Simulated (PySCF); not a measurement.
Species: C₃H₈N₂OSi₂.
Atom-mapped SMILES: `[SiH3:1][O:2][c:3]1[cH:4][n:5][cH:6][n:7]1[SiH3:8]` (hydrogens: H9, H10, H11 on Si1; H12 on C4; H13 on C6; H14, H15, H16 on Si8)

Torsions of this conformer, `[SiH3:1][O:2][c:3]1[cH:4][n:5][cH:6][n:7]1[SiH3:8]`: Si1–O2–C3–C4 -1°.

The closed-shell ground state was solved at several levels (PySCF, density fitting, gas phase, non-relativistic). Geometry: PBE0-D3(BJ)/def2-SVP, one conformer, isolated molecule.

| level | basis functions | HOMO (eV) | LUMO (eV) | gap (eV) | dipole (D) |
| --- | --- | --- | --- | --- | --- |
| KT3/pcSseg-1 | 190 | -5.10 | -1.04 | 4.06 | 3.18 |
| CAM-B3LYP/def2-SVPD | 235 | -7.50 | 0.65 | 8.15 | 3.32 |

**Question.** What might PBE0/pcSseg-1 (190 basis functions) give for the same quantities?

**Answer.** HOMO -6.20 eV, LUMO -0.16 eV, gap 6.04 eV, dipole 3.32 D.

**Question.** Over all these levels, which gives the widest orbital gap and which the narrowest?

**Answer.** CAM-B3LYP/def2-SVPD (range-separated hybrid) has the widest, 8.15 eV, and KT3/pcSseg-1 (GGA) the narrowest, 4.06 eV. Functional and basis both differ between the two, so the spread mixes both effects.

**Question.** How far do the dipole and the HOMO energy spread over the levels?

**Answer.** The dipole runs from 3.18 to 3.32 D (mean 3.27 D) and the HOMO from -7.50 to -5.10 eV.
